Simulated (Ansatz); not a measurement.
(H2B-mu-NH2)2 (B₂N₂H₈). The state is a singlet with charge 0. Geometry relaxed at PBE-D4/def2-SVP.

Cartesian coordinates in Å:
```
B 0.363 0.970 0.411
H 0.679 1.915 -0.302
H 0.478 1.172 1.615
N 1.092 -0.392 -0.039
B -0.364 -0.970 -0.409
H -0.481 -1.180 -1.612
H -0.678 -1.912 0.310
N -1.091 0.393 0.036
H 1.581 -0.893 0.710
H 1.737 -0.300 -0.830
H -1.740 0.303 0.825
H -1.576 0.893 -0.715
```

(1) Estimate the harmonic wavenumbers at RKS PBE-D4/def2-SVP (Ansatz, unscaled). Is this a minimum?

Results:

(1) 91, 587, 611, 647, 708, 717, 767, 771, 791, 844, 942, 995, 1015, 1021, 1040, 1084, 1105, 1139, 1149, 1158, 1534, 1550, 2427, 2443, 2498, 2502, 3459, 3460, 3531, 3532 cm⁻¹. Yes, no mode is imaginary beyond noise. Zero-point energy 263.9 kJ/mol. Run time 37 s (4 threads of Arm Neoverse V1 on a shared host).
